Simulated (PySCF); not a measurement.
How methods differ on the ionisation energy of In³¹⁺

In³¹⁺ [Ar] (1S) → In³²⁺ [Ne] 3s2 3p5 (2P), as a difference of total energies. Computed with PySCF 2.14 in an even-tempered Gaussian basis (18 s from 4.7 bohr⁻², ratio 2.5; 12 p from 6.1 bohr⁻², ratio 2.5; 5 d from 29 bohr⁻², ratio 2.7; 4 f from 43 bohr⁻², ratio 2.7), with the spin-free X2C one-electron Hamiltonian (Gaussian nucleus). Correlated levels: outer shells: 1s2 frozen; virtual orbitals above 40 to 60 times the deepest correlated orbital energy dropped. The calculations carry no spin-orbit coupling.

| method | ionisation energy (eV) |
| --- | --- |
| UHF | 1979.0 |
| LDA | 1980.3 |
| PBE | 1980.4 |
| PBE0 | 1980.6 |
| r2SCAN | 1981.2 |
| BP86 | 1980.9 |
| revPBE | 1980.4 |
| MP2 (outer shells) | 1980.0 |
| SCS-MP2 (outer shells) | 1979.8 |

A first-order spin-orbit estimate (lowest level to lowest level, LS coupling) adds -15.625 eV.

Breit and QED terms and the two-electron picture change are absent.

For comparison: 1961 ± 5 eV (semi-empirical (NIST evaluation); NIST Atomic Spectra Database, ionization energies).
